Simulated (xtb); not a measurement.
Si(Cl)2(OMe)(SH) (CH₄Cl₂OSSi), SMILES CO[Si](Cl)(Cl)S. All values are semi-empirical tight-binding results from xtb (GFN2-xTB unless named), good for trends rather than for accurate numbers. Coordinates come from a GFN2-xTB optimisation. The structure was generated by enumeration, and PubChem lists no compound with its InChIKey, so it may never have been made. One conformer was computed; it need not be the lowest.

Optimised geometry:

```xyz
10

C     -2.2892     0.1109     1.3438
O     -1.3551     0.6640     0.4472
Si     0.0384     0.0832    -0.1056
S      1.2029    -0.5495     1.5958
Cl     0.8374     1.6373    -1.0742
Cl    -0.2421    -1.4802    -1.3578
H     -3.0481     0.8698     1.5273
H     -1.8009    -0.1581     2.2813
H     -2.7512    -0.7771     0.9103
H      2.2725    -0.9551     0.9297
```
Charge 0, spin multiplicity 1.

Computed properties:
The orbital gap is 5.08 eV and the zero-point energy is 33.7 kcal/mol. The G − E(el) at 298.15 K (modified RRHO) is 10.9 kcal/mol and the static polarisability (D4 model) is 95.2 bohr³. The solvation energy, GFN2-xTB/ALPB(water) is -2.2 kcal/mol and the solvation energy, GFN2-xTB/ALPB(dmso) comes out as -8.0 kcal/mol.

Computed atomic charges and the Wiberg bond orders between heavy atoms:
charges (e) C1 0.03, O2 -0.32, Si3 0.60, S4 -0.31, Cl5 -0.17, Cl6 -0.19, H7 0.07, H8 0.06, H9 0.05, H10 0.18. Bond orders C1–O2 0.97, O2–Si3 1.20, Si3–S4 0.96, Si3–Cl5 1.10, Si3–Cl6 1.07.
